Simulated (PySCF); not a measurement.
**Calculated NMR parameters of C#CCC(=C)CCl**

```yaml
Formula: C6H7Cl
SMILES: C#CCC(=C)CCl
InChI: InChI=1S/C6H7Cl/c1-3-4-6(2)5-7/h1H,2,4-5H2
Point_group_of_the_computed_structure: C1
Degrees_of_unsaturation: 3
Carbon_signals: 6
Proton_signals: 5
```

Bonds (- single, = double, # triple, : aromatic): C1#C2 1.196 Å, C2-C3 1.452 Å, C3-C4 1.508 Å, C4=C5 1.323 Å, C4-C6 1.493 Å, C6-Cl7 1.801 Å. C1 carries H8; C3 carries H9, H10; C5 carries H11, H12; C6 carries H13, H14. H11 is cis to C3; H12 is trans to C3.

[PySCF: coordinates at the GFN2-xTB level; GIAO PBE0/pcSseg-1 shieldings; one averaged value for each set of equivalent atoms; single conformer; non-relativistic; in vacuum]

Referencing at the same level of theory: ¹H (σ = 31.72 ppm), ¹³C (σ = 186.93 ppm) against TMS.

```tsv
carbon	δC, type	δH (multiplicity)	HMBC from (2–3 bonds)	span of the C tensor (ppm)
C1	76.6, CH	1.47 (t)	H9/H10	217
C2	86.5, C	–	H9/H10, H8	295
C3	26.1, CH2	3.24 (d)	H12, H11, H13/H14, H8	31
C4	152.0, C	–	H12, H11, H13/H14, H9/H10	243
C5	124.2, CH2	H11 5.38 (m); H12 5.49 (m)	H13/H14, H9/H10	185
C6	52.9, CH2	4.35 (s)	H12, H11, H9/H10	46
```

- Carbon types of the structure: 2 × C, 1 × CH, 3 × CH2, which accounts for all hydrogens.
- δC 152.0: fully substituted alkene carbon; the olefinic region.
- δC 124.2: terminal =CH2 carbon; the olefinic region.
- δC 86.5: alkyne carbon; the triple bond shields along its axis, which puts it between sp3 and sp2 carbons.
- δC 76.6: terminal alkyne carbon; sp carbons lie upfield of alkene carbons because the cylindrical π system leaves one tensor component strongly shielded.
- δH 5.49, 5.38: hydrogen on a terminal =CH2 carbon; attached to an sp2 carbon and in the plane of the double bond.

Carbons that carry Cl, above all several Cl atoms, come out too deshielded, partly because spin–orbit coupling is missing. Shifts are as computed. Against solution values, carbons near 30 ppm lie about +3 ppm off and those near 130 ppm about +5 ppm; carbons on Cl a further +6 ppm. Of 1211 compounds with measured shifts, 218 miss one by over three times the rms of a fit or turn the order of signals round; such compounds aren't used in these exercises. Multiplicities follow the n + 1 count of equivalent neighbours, as no J values were calculated; m marks all less simple cases, F and P coupling included.
